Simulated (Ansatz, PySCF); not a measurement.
This triplet is an excited state, 2.57 eV above the relaxed singlet at the level frozen-core CCSD(T)/cc-pVTZ // PBE0-D3(BJ)/def2-TZVP (Ansatz, a first-principles code).

Z-matrix (Å, degrees):
```
C
O 1 1.3394
H 2 0.9683 1 110.86
O 1 1.3394 2 124.47 3 -91.23
H 4 0.9683 1 110.86 2 -91.22
```
Charge 0, spin multiplicity 3.

Problem. Predict the dipole moment, total energy and highest occupied spin orbital from PBE0-D3(BJ)/def2-TZVP in PySCF.

Solution. 
```yaml
dipole_moment: 0.68 D
total_energy: -189.4877 Ha
highest_occupied_spin_orbital: -5.36 eV
```
